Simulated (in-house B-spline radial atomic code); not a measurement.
Values are calculated unless marked as measured or tabulated.
# Correlation energy from the adiabatic connection: ω²r²/2, ω = 8.56

Two electrons in a singlet, external potential ω²r²/2, ω = 8.56 (atomic units). Full CI in B-splines (partial waves to l = 8, correlation up to 0.6 % small) with the density held fixed gives W(λ) = <V_ee>_λ − U, and E_c is the integral of W(λ) − W(0) from 0 to 1.

```
   λ  W(λ) − W(0) (hartree)
   0                0.00000
0.02               -0.00199
0.05               -0.00495
0.12               -0.01180
0.25               -0.02425
 0.4               -0.03821
 0.6               -0.05618
 0.8               -0.07342
   1               -0.08999
```

Integrate the table by the trapezoid rule.

The strips give -0.00002, -0.00010, -0.00059, -0.00234, -0.00468, -0.00944, -0.01296, -0.01634, which sum to -0.04648 hartree. The direct value, W(1) − W(0) + T_c with T_c = 0.04347, is -0.04652; the curve is convex, so chords lie above it and the trapezoids fall short in size by 0.10 %.

Now use only three numbers: W(0) = -2.2798, the initial slope W'(0) = -0.09955 (extrapolated from the first points) and the strong-coupling limit of the point-charge-plus-continuum model, W∞ = -3.1179. What do second-order theory and the interpolation W(λ) = W∞ + (W(0) − W∞)/√(1 + 2χλ) of Seidl, Perdew and Levy give?

Second order keeps the slope alone: E_c = W'(0)/2 = -0.04977, +7 % in size against -0.04652. Matching the slope fixes χ = W'(0)/(W∞ − W(0)) = -0.09955/(-0.83810) = 0.11878. Integrating, with s = √(1 + 2χ) = 1.112457, E_c = −(W(0) − W∞)(s − 1)/(s + 1) = −0.83810 × 0.112457/2.112457 = -0.04462 hartree, -4.1 % in size against the full result. At λ = 1 the formula gives W − W(0) = -0.08472 against -0.08999. Part of the miss can come from the model's W∞.
